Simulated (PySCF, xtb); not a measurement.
CH₄AlIO, SMILES [I][AlH][O]C.

xtb with GFN2-xTB at its own geometry gives an orbital gap of 4.72 eV and a dipole moment of 4.99 D.

The structure is a stationary point at PBE0-D3(BJ)/def2-SVP. The structure was generated by enumeration; whether it is a known compound was not checked. The def2 effective core potentials stand for the cores of I; spin–orbit coupling is left out. The values are those of a single conformer.

**Question.** What does r2SCAN/def2-TZVP run with PySCF give? (Estimate from the structure and the level; the computed values follow.)

**Answer.** gap 5.45 eV (levels -6.95 and -1.50 eV), dipole 0.97 D.
